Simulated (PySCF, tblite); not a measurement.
Isomers of C3H5ClSSi, one GFN2-xTB conformer each. Single-point energies are computed at PBE0/pcSseg-1 (PySCF, gas phase, no added dispersion term), electronic only.

Question: Rank them by PBE0/pcSseg-1 energy, lowest first (kcal/mol).
A. `[SiH3:1][C:2](=[C:3]=[S:4])[CH2:5][Cl:6]` with Si1–C2–C5–Cl6 -74°
B. `[CH:1]#[C:2][Si@H:3]([Cl:4])[S:5][CH3:6]` with C2–Si3–S5–C6 -56°

Answer: B (0.0), A (37.6).

As drawn, the lower has a C≡C bond, which the higher lacks; the higher has cumulated double bonds, a C=S bond and a C=C bond outside aromatic rings, which the lower lacks. GFN2-xTB itself gives, in the same order: 0.0, 20.7. Both levels put the same isomer lowest.

Q: Which frontier levels, dipoles and rotational constants go with these structures?

A: 
| SMILES | HOMO (eV, PBE0/pcSseg-1) | LUMO (eV) | dipole (D) | A, B, C (MHz) |
| --- | --- | --- | --- | --- |
| C#C[Si@H](Cl)SC | -7.13 | -0.86 | 2.90 | 2141, 1481, 945.8 |
| [SiH3]C(=C=S)CCl | -6.80 | -2.40 | 1.73 | 2330, 1063, 791.6 |

Q: What happens when harmonic zero-point energies from GFN2-xTB frequencies are added?

A: 
```
          SMILES  ZPE (kcal/mol)  electronic (kcal/mol)  with ZPE (kcal/mol)
 C#C[Si@H](Cl)SC            42.1                    0.0                  0.0
[SiH3]C(=C=S)CCl            39.7                   37.6                 35.3
```

The zero-point energies span 2.4 kcal/mol. The order is unchanged.
